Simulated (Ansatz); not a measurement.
Basis sets compared for B(OPMe3)Cl3 (C₃H₉BCl₃OP). Charge 0, multiplicity 1. Geometry r2SCAN-D4/def2-SVP. Ansatz on 4 threads of Intel Xeon on a shared host; times are rough, and most runs start from earlier orbitals.

Cartesian coordinates in Å:
```
B -1.8942 -1.5230 -0.1161
O -1.3439 -0.1253 -0.2240
P 0.1355 0.3435 -0.0219
C 0.4400 0.7656 1.6993
C 0.2861 1.8348 -1.0123
C 1.3737 -0.8366 -0.5729
H 1.4488 1.1866 1.8263
H 0.3230 -0.1506 2.2963
H -0.3151 1.4978 2.0216
H -0.4912 2.5474 -0.6996
H 1.2793 2.2924 -0.8947
H 0.1188 1.5736 -2.0678
H 1.3036 -1.7365 0.0552
H 1.1522 -1.1238 -1.6106
H 2.3739 -0.3829 -0.4948
Cl -3.6932 -1.3793 0.1200
Cl -1.0617 -2.3527 1.3684
Cl -1.4354 -2.4309 -1.6724
```

Binding counts from free atoms (B doublet, O triplet, P quartet, C triplet, H doublet, Cl doublet) in the same basis, without a counterpoise term.

```
           level  functions  energy (Eh)  HOMO (eV)  LUMO (eV)  binding per atom (eV)  wall time
 PBE-D4/def2-SVP        187   -1940.2716      -5.62      -0.56                   4.01        6 s
PBE0-D4/def2-SVP        187   -1940.4530      -7.07       0.38                   3.96       11 s
```

Problem. Estimate the rows for PBE-D4/def2-TZVP (with forces), PBE0-D4/def2-TZVP.

Solution. 
```tsv
level	functions	energy (Eh)	HOMO (eV)	LUMO (eV)	binding per atom (eV)	wall time
PBE-D4/def2-TZVP (with forces)	357	-1941.1252	-5.98	-0.91	4.00	17 s
PBE0-D4/def2-TZVP	357	-1941.2957	-7.36	0.01	3.94	29 s
```
